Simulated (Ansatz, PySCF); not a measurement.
Pair of molecules: AsH3 (SMILES [AsH3]) (first 4 atoms) with HBr (SMILES Br); geometry from B3LYP-D3(BJ)/def2-TZVP, rigid monomers moved along the line of their centres of mass till As1···H6 is 4.67 Å.
(charge 0, multiplicity 1):
| atom | x (Å) | y (Å) | z (Å) |
|---|---|---|---|
| As | -0.2459 | -0.1997 | 0.1439 |
| H | -0.9311 | 0.7332 | -0.8422 |
| H | -0.4163 | -1.4192 | -0.7482 |
| H | 1.1450 | 0.1094 | -0.3869 |
| Br | -1.5662 | -0.2610 | 6.1044 |
| H | -1.2552 | -0.2462 | 4.6991 |

Monomers are frozen at their geometry in the pair; levels with a basis set take the counterpoise correction.

Cores are frozen in the correlated methods. Filled d and f shells under p-block atoms count as core. CBS(a, b) extrapolates the correlation energy as X⁻³ and adds the Hartree–Fock energy of set b.

Codes used: Ansatz (a first-principles code); PySCF for the dispersion terms. Each number belongs to the level named beside it.

PBE/def2-TZVPPD gives -16.6 meV for the interaction energy.

**Question.** Predict the shift from PBE, with its sign, for: PBE-D3(BJ)/def2-TZVPPD, r2SCAN/def2-TZVPPD, B3LYP/def2-TZVPPD, wB97M-V/def2-TZVPPD, MP2/CBS(aug-cc-pVDZ, aug-cc-pVTZ), CCSD(T)/CBS(aug-cc-pVDZ, aug-cc-pVTZ).

**Answer.** PBE-D3(BJ)/def2-TZVPPD -5.1; r2SCAN/def2-TZVPPD 1.5; B3LYP/def2-TZVPPD 5.1; wB97M-V/def2-TZVPPD -2.3; MP2/CBS(aug-cc-pVDZ, aug-cc-pVTZ) -4.7; CCSD(T)/CBS(aug-cc-pVDZ, aug-cc-pVTZ) -3.5 meV. 2 of 6 lie above PBE; the widest gap is to B3LYP/def2-TZVPPD.
